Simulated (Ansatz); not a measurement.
A structure relaxed at PBE0-D4/def2-TZVP, charge 0, multiplicity 1:

| atom | x (Å) | y (Å) | z (Å) |
| --- | --- | --- | --- |
| F1 | 2.324 | 0.230 | 0.153 |
| Si2 | 0.786 | 0.355 | 0.525 |
| Br3 | 0.602 | 1.451 | 2.411 |
| C4 | -0.384 | -0.931 | 0.035 |
| C5 | -0.467 | 0.446 | -0.773 |
| H6 | -0.049 | -1.782 | -0.550 |
| H7 | -1.249 | -1.164 | 0.647 |
| H8 | -1.381 | 1.015 | -0.630 |
| H9 | -0.180 | 0.379 | -1.818 |

Question: Give its formula and SMILES.

Answer: C2H4BrFSi, `F[Si]1(Br)CC1`.

Question: Point group (tolerance 0.08 Å, 0.16 Å for H)?

Answer: Cs.

Question: Summarise the bond lengths by kind.

Answer: 1 × F–Si 1.587 Å; 1 × Br–Si 2.189 Å; 2 × C–Si 1.807 Å; 1 × C–C 1.599 Å; 4 × C–H 1.085 to 1.086 Å.

All numbers were calculated with Ansatz.
